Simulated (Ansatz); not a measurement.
Molecule: C$_{3}$H$_{8}$ClSi (charge 0, doublet). It need not be the lowest isomer of its formula. 
Structure (B3LYP-D3(BJ)/def2-TZVP (Ansatz, an electronic-structure program) minimum search):
```xyz
13

C     -0.9765     1.4135    -1.0322
Si    -0.1286    -0.0596    -0.3323
C      1.3739    -0.5163    -1.3372
C     -1.3116    -1.4855    -0.1239
Cl     0.5517     0.4551     1.5846
H     -2.0285     1.6177    -0.8648
H     -0.4488     2.1878    -1.5786
H      1.9121    -1.3450    -0.8741
H      1.0821    -0.8176    -2.3463
H      2.0596     0.3287    -1.4180
H     -1.6864    -1.8167    -1.0954
H     -2.1655    -1.1961     0.4909
H     -0.8182    -2.3303     0.3595
```
Charge 0, spin multiplicity 2.

Dipole moments at this geometry, in debye (magnitudes).

```
level                    program  dipole (D)
-----------------------  -------  ----------
SVWN5/def2-TZVPD          Ansatz        2.15
PBE/def2-TZVPD            Ansatz        2.13
revPBE/def2-TZVPD         Ansatz        2.13
B97M-V/def2-TZVPD         Ansatz        2.20
PBE0/def2-TZVPD           Ansatz        2.24
BHLYP/def2-TZVPD          Ansatz        2.30
r2SCANh/def2-TZVPD        Ansatz        2.23
HSE06/def2-TZVPD          Ansatz        2.24
CAM-B3LYP/def2-TZVPD      Ansatz        2.27
LC-wPBE/def2-TZVPD        Ansatz        2.33
wB97M-V/def2-TZVPD        Ansatz        2.22
wB97X-V/def2-TZVPD        Ansatz        2.28
CCSD(T)/aug-cc-pV(D+d)Z   Ansatz        2.19
```
